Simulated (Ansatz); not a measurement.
Gas-phase electronic energies from Ansatz, PBE0-D4/def2-TZVP geometries. CCSD(T)/CBS adds triple-zeta CCSD(T) − MP2 to the extrapolated MP2 energy (def2 sets, frozen cores). Functionals use def2-TZVPP. For Se outer-core shells are correlated without core-valence functions, which leaves a few kJ/mol of doubt a bond. Scalar relativity is left out up to krypton. One conformer a species, not always the lowest.

`F[SiH](F)O[SiH3]` + H₂Se → `F[SiH](F)[SeH]` + `O[SiH3]`  (ligand exchange at the Si–O bond)

`F[SiH](F)O[SiH3]`:

```xyz
9

F     0.286    0.787   -2.286
Si    0.258   -0.549   -1.440
F     1.756   -1.044   -1.325
O    -0.339   -0.264    0.016
Si   -0.349    0.494    1.475
H    -0.535   -1.557   -2.147
H    -1.506   -0.024    2.242
H    -0.485    1.957    1.272
H     0.914    0.199    2.194
```

H₂Se:

```xyz
3

Se    0.471   -0.451    0.208
H     0.269    0.330   -1.017
H    -0.740    0.121    0.808
```

`F[SiH](F)[SeH]`:

```xyz
6

F    -1.603   -0.531    0.328
Si   -0.212    0.218    0.460
F     0.656   -0.677    1.439
Se    0.786    0.451   -1.540
H    -0.423    1.544    1.062
H     0.796   -1.005   -1.749
```

`O[SiH3]`:

Cartesian coordinates in Å:
```
O 0.971 -0.462 -0.697
Si -0.380 0.083 0.073
H 1.814 -0.350 -0.256
H -0.580 -0.600 1.381
H -1.513 -0.219 -0.830
H -0.313 1.548 0.329
```

Question: Is it downhill or uphill in electronic energy at CCSD(T)/CBS, and by how much? (Best estimate.)

Answer: Computed: Uphill: ΔE = +81.5 kJ/mol.

Question: What do these levels give: r2SCANh-D4, B2PLYP, r2SCAN, PBE0, r2SCAN0, RPA@PBE/def2-TZVPP, HF/def2-SVP, HF/def2-TZVPP, SCS-MP2/def2-TZVPP, CCSD/def2-TZVPP, MP2/CBS(def2), CCSD/CBS(def2)? (An estimate is asked.)

Answer: The calculation gave: r2SCANh-D4 79.6, B2PLYP 84.9, r2SCAN 77.6, PBE0 70.7, r2SCAN0 81.1, RPA@PBE/def2-TZVPP 87.1, HF/def2-SVP 102.0, HF/def2-TZVPP 104.8, SCS-MP2/def2-TZVPP 87.5, CCSD/def2-TZVPP 89.9, MP2/CBS(def2) 77.4, CCSD/CBS(def2) 85.2 kJ/mol.

Question: What do rigid-rotor, harmonic-oscillator terms from PBE0-D4/def2-TZVP frequencies (298.15 K, 1 bar) make of the CCSD(T)/CBS value? (An estimate is asked.)

Answer: The calculation gave: ΔZPE = +6.8 kJ/mol, ΔH = +86.7 kJ/mol, ΔS = -9 J/(mol·K), ΔG = +89.4 kJ/mol. Modes under 50 cm⁻¹ make the entropy rough.

Largest T1 diagnostic among the species: 0.012.

Leaving LDA and LC-ωPBE aside and taking each functional with its dispersion term where it has one, the values, not all of them listed here, spread over 29.9 kJ/mol, from revPBE-D4 to BHLYP-D4. LDA lies +6.5 kJ/mol from PBE without D4. From r2SCAN to r2SCAN0 (25 % exact exchange), in def2-TZVPP and without D4, ΔE moves by +3.4 kJ/mol.
